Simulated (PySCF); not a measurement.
A species of formula C5H5F5 has this rotational fingerprint, computed with PBE0/def2-SVPD in PySCF (dipole) on a GFN2-xTB geometry, gas phase:

| Property | Result |
| --- | --- |
| Rotational constants | A = 2367, B = 866.2, C = 834.7 MHz |
| Dipole components | \|μa\| = 1.91 D, \|μb\| = 1.21 D, \|μc\| = 0.80 D |
| Inertial defect | -191.50 u·Å² |
| κ | -0.96 |

Question: Which structure is it? (One computed conformer of each.)
A. `[CH2:1]=[CH:2][CH2:3][C:4]([F:5])([F:6])[C:7]([F:8])([F:9])[F:10]` with C1–C2–C3–C4 119°, C2–C3–C4–F5 62°
B. `[F:1][C:2]([F:3])([F:4])[C:5]([F:6])([F:7])[CH:8]1[CH2:9][CH2:10]1` with C2–C5–C8–C9 85°

Answer: A. It is C=CCC(F)(F)C(F)(F)F, a near-prolate asymmetric top, point group C1. The candidates at the same level (rigid rotor, commonest isotopes):

| SMILES | A (MHz) | B (MHz) | C (MHz) | μa (D) | μb (D) | μc (D) | Δ (u·Å²) | point group | rotor |
| --- | --- | --- | --- | --- | --- | --- | --- | --- | --- |
| FC(F)(F)C(F)(F)C1CC1 | 2085 | 1105 | 992.1 | 2.41 | 1.19 | 0.70 | -190.12 | C1 | asymmetric top |
| C=CCC(F)(F)C(F)(F)F | 2367 | 866.2 | 834.7 | 1.91 | 1.21 | 0.80 | -191.50 | C1 | near-prolate asymmetric top |

`FC(F)(F)C(F)(F)C1CC1` has B 28 % too high. No structure here is proved a minimum.
